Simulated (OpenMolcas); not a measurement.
Ag4+ (d7) among equal point charges was computed by CASSCF with the d shell active (OpenMolcas, ANO-RCC-VTZP on the metal). Its lowest spin-free states, and all those of the highest spin:

| 2S+1 | Degeneracy | E (cm-1) |
| --- | --- | --- |
| 4 | 1 | 0.0 |
| 4 | 2 | 302.0 |
| 4 | 1 | 1031 |
| 4 | 2 | 1518 |
| 4 | 1 | 2544 |
| 4 | 2 | 16919 |
| 2 | 1 | 17925 |
| 2 | 1 | 18262 |
| 2 | 2 | 18404 |
| 2 | 1 | 18637 |
| 2 | 1 | 18723 |
| 4 | 1 | 18763 |

Problem. Is the site octahedral, tetrahedral or cube-like, axial, or of lower symmetry?

Solution. The states with 2S+1 = 4 have orbital degeneracies 1, 2, 1, 2, 1, 2, 1. There are pairs but no triples, so the site is axial: not cubic, but with a proper or improper axis of order three or more. The run had Ag4+ among 6 point charges of -0.65 e arranged as a tetragonal octahedron (D4h), 2.02 Å from the ion, with the axial distance 2.363 Å.

Spin-orbit coupling mixes the spin-free states strongly: the lowest level takes only 47 % from its leading state, 4A2. Without dynamic correlation the repulsion within the d shell is too large (B by tens of per cent), so at a given field states of lower spin stand too high. Point charges give a weaker field than real ligands, and real ions of this kind are as a rule low spin; the high spin found here belongs to the model. The ground term spreads over less than 5000 cm-1, several times less than with real ligands, so orbital moments are less quenched and χT lies further from the spin-only value than at real sites. This is an electrostatic model: the charges have no orbitals. No measured value stands beside these numbers.
